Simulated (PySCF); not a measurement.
Correlation energy of Co (cobalt, neutral)

[Ar] 3d7 4s2, high-spin 4F determinant. Computed with PySCF 2.14 in aug-cc-pVDZ-DK, with the spin-free X2C one-electron Hamiltonian (Gaussian nucleus). Frozen: [Ar]; 9 electrons correlated.

MP2 pair energies summed by pair of shells (mhartree):

```tsv
pair	energy	share (%)
3d-3d	-159.18	73.1
3d-4s	-36.51	16.8
4s-4s	-22.16	10.2
```

Total MP2 correlation energy: -217.86 mhartree.

Same-spin part -85.45 and opposite-spin part -132.41 mhartree; SCS-MP2 scales them by 1/3 and 6/5 to -187.37 mhartree.
